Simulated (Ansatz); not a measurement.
Reaction (ligand exchange at the Si–S bond): `F[Si](F)(Cl)[S][GeH2][Cl]` + HBr → `F[Si](F)(Cl)Br` + `[SH][GeH2][Cl]`

Calculated with Ansatz (gas phase, PBE0-D4/def2-TZVP geometries, no zero-point term in ΔE). CCSD(T)/CBS adds triple-zeta CCSD(T) − MP2 to the extrapolated MP2 energy (def2 sets, frozen cores). DFT in def2-TZVPP. B3LYP here is the variant with VWN-RPA as its local correlation; programs differ in this. For Br, Ge outer-core shells are correlated without core-valence functions, which leaves a few kJ/mol of doubt a bond. Scalar relativity is left out up to krypton. Each species was taken in one conformer, which may not be the lowest.

`F[Si](F)(Cl)[S][GeH2][Cl]`:

```xyz
9

F    -1.382    0.703    1.130
Si   -0.214    1.536    0.467
F    -0.787    2.956    0.095
Cl    1.228    1.791    1.852
S     0.444    0.627   -1.303
Ge    0.117   -1.514   -0.775
Cl    1.296   -2.035    0.938
H    -1.346   -1.775   -0.421
H     0.644   -2.289   -1.983
```

HBr:

```xyz
2

Br   -0.668    0.030    0.240
H     0.668   -0.030   -0.240
```

`F[Si](F)(Cl)Br`:

```xyz
5

F     1.119   -0.987    0.657
Si    0.096   -0.003   -0.020
F     0.767    0.552   -1.328
Cl   -0.271    1.526    1.231
Br   -1.711   -1.088   -0.540
```

`[SH][GeH2][Cl]`:

Z-matrix (Å, degrees):
```
Ge
Cl 1 2.156
S 1 2.205 2 110.8
H 1 1.530 2 107.6 3 -116.4
H 1 1.532 2 105.9 3 120.9
H 3 1.343 1 94.0 2 72.4
```

```
             level  ΔE (kJ/mol)  difference from CCSD(T)/CBS
            PBE-D4        -18.7                          5.6
         r2SCAN-D4        -23.1                          1.2
           PBE0-D4        -20.3                          4.0
          B3LYP-D4        -19.0                          5.3
           ωB97X-V        -23.0                          1.3
           ωB97M-V        -22.9                          1.4
            B2PLYP        -28.4                         -4.1
               PBE        -27.1                         -2.8
            r2SCAN        -25.7                         -1.4
              PBE0        -28.1                         -3.8
             B3LYP        -32.3                         -8.0
     HF/def2-TZVPP        -38.1                        -13.8
    MP2/def2-TZVPP        -22.3                          2.0
SCS-MP2/def2-TZVPP        -24.9                         -0.6
   CCSD/def2-TZVPP        -25.5                         -1.2
CCSD(T)/def2-TZVPP        -22.5                          1.8
     HF/def2-QZVPP        -38.8                        -14.5
    MP2/def2-QZVPP        -23.5                          0.8
SCS-MP2/def2-QZVPP        -26.0                         -1.7
      HF/CBS(def2)        -38.9                        -14.6
     MP2/CBS(def2)        -24.0                          0.3
    CCSD/CBS(def2)        -27.3                         -3.0
       CCSD(T)/CBS        -24.3                            0
```

Largest T1 diagnostic among the species: 0.011.

In def2-TZVPP, CCSD(T) changes the Hartree–Fock value by +15.6 kJ/mol (the triples alone add +3.0 kJ/mol) and MP2 by +15.9 kJ/mol. The D4 term adds +13.3 kJ/mol with B3LYP and +7.8 kJ/mol with PBE0; it sums over pairs of atoms, weighted by their polarisabilities, and B3LYP, whose exchange is more repulsive, gets the larger term.
